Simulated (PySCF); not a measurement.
2-aminothiophenol, C6H7NS.
Structure used (GFN2-xTB), in Å, numbered top down from 1:
```xyz
15
C6H7NS angstrom
N      1.9220   -0.9931   -0.0362
C      0.6396   -0.4832    0.0079
C     -0.4730   -1.3068   -0.1600
C     -1.7516   -0.7852   -0.1563
C     -1.9532    0.5739    0.0181
C     -0.8620    1.4113    0.1647
C      0.4194    0.8928    0.1454
S      1.8049    2.0041    0.3427
H      1.9918   -1.9914    0.0828
H      2.6088   -0.4696    0.4887
H     -0.3172   -2.3693   -0.2829
H     -2.5964   -1.4459   -0.2818
H     -2.9516    0.9817    0.0338
H     -0.9960    2.4751    0.2892
H      2.5099    1.5136   -0.6779
```

Method: TDDFT PBE0/def2-SVPD, vertical, gas phase, core orbitals frozen in the response in PySCF.

Frontier orbitals with the atoms that hold most of them (Löwdin shares over 4%, at most four atoms; ? is withheld):

```csv
orbital,ε (eV),atoms
LUMO+2,0.42,"S8 37%, H15 11%, C2 9%, N1 7%"
LUMO+1,0.03,"C2 19%, C5 16%, C6 10%, S8 10%"
LUMO,?,?
HOMO,-6.11,"N1 22%, C5 14%, C2 13%, C7 13%"
HOMO-1,-6.87,?
HOMO-2,-8.09,"S8 38%, C7 17%, C4 12%, C3 10%"
HOMO-3,-9.23,"N1 30%, C5 16%, C6 12%, C4 10%"
```

Question: Which atoms hold the LUMO, and with what shares?

Answer: C4 (bonded to 2 C and H) 18%; C6 (bonded to 2 C and H) 18%; C7 (bonded to 2 C and S) 17%; C3 (bonded to 2 C and H) 17%.

Question: Which atoms hold the HOMO-1, and with what shares?

Answer: S8 (bonded to C and H) 30%; C6 (bonded to 2 C and H) 16%; C3 (bonded to 2 C and H) 16%; C4 (bonded to 2 C and H) 9%. By element: carbon 41% or more, sulfur 30%.

Question: What is the LUMO energy, and the HOMO–LUMO gap?

Answer: ε(LUMO) = -0.35 eV; the gap is 5.76 eV (0.2115 hartree).

Question: The HOMO–LUMO gap is 5.76 eV. Where does the response calculation put the lowest singlet, and from which orbitals?

Answer: S1 is at 4.74 eV (f = 0.065), 1.01 eV below the gap, made of HOMO→LUMO (86%), HOMO-1→LUMO+1 (9%). Without the coupling terms of the response equations the lowest excitation would equal the gap.

Next come S2 at 5.22 eV (f 0.038), HOMO→LUMO+1 (53%), HOMO→LUMO+2 (20%), HOMO-1→LUMO (10%); S3 at 5.46 eV (f 0.020), HOMO→LUMO+2 (68%), HOMO-1→LUMO (22%); S4 at 5.56 eV (f 0.0063), HOMO→LUMO+3 (76%), HOMO-1→LUMO (9%); S5 at 5.84 eV (f 0.160), HOMO→LUMO+1 (26%), HOMO-1→LUMO (24%), HOMO-1→LUMO+1 (16%).

Löwdin shares depend on the basis, the more so with diffuse functions.

One conformer stands for the species.
